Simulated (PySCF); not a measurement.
C2H8BeSi, SMILES [Be]([SiH3])[CH2]C. Atoms are numbered in the order given.

```xyz
12

Be     0.2438    -0.2091    -0.0146
C     -0.1903    -1.2031    -1.3036
C     -1.5139    -0.8930    -2.0156
H     -0.2023    -2.2494    -0.9356
H      0.6400    -1.1867    -2.0387
H     -1.5217     0.1221    -2.4447
H     -2.3739    -0.9536    -1.3290
H     -1.7183    -1.5909    -2.8444
Si     0.8222     1.0744     1.6621
H      0.3604     0.5320     2.9836
H      0.2453     2.4556     1.5448
H      2.3103     1.2428     1.7675
```

Geometry: PBE0-D3(BJ)/def2-SVP. The structure was generated by enumeration; whether it is a known compound was not checked. One conformer was computed; it need not be the lowest.

All values below come from TDDFT-M06-2X/def2-SVPD in PySCF.

Vertical excitations. Isolated molecule, no solvent.

```
state  energy (eV)  λ (nm)      f                                              main pairs
-----  -----------  ------  -----  ------------------------------------------------------
S1            4.94     251  0.007                                          HOMO→LUMO 91 %
S2            5.02     247  0.010                                        HOMO→LUMO+1 91 %
S3            6.56     189  0.073                                        HOMO−1→LUMO 88 %
S4            6.68     186  0.069                                      HOMO−1→LUMO+1 93 %
S5            6.68     186  0.208                                        HOMO→LUMO+2 81 %
S6            7.24     171  0.035                    HOMO→LUMO+3 59 %, HOMO−1→LUMO+2 34 %
S7            7.41     167  0.000                    HOMO−2→LUMO 59 %, HOMO−3→LUMO+1 31 %
S8            7.57     164  0.005                                        HOMO→LUMO+4 79 %
S9            7.61     163  0.013  HOMO−3→LUMO+1 38 %, HOMO→LUMO+5 22 %, HOMO−2→LUMO 20 %
S10           7.64     162  0.015  HOMO−3→LUMO 46 %, HOMO−2→LUMO+1 23 %, HOMO→LUMO+4 12 %
T1            4.44     279      0                                          HOMO→LUMO 86 %
T2            4.51     275      0                                        HOMO→LUMO+1 85 %
T3            5.35     232      0                                        HOMO−1→LUMO 82 %
T4            5.46     227      0                                      HOMO−1→LUMO+1 81 %
```
Triplets are in the Tamm–Dancoff approximation, which puts them higher than full response would, so one can lie above its singlet here.
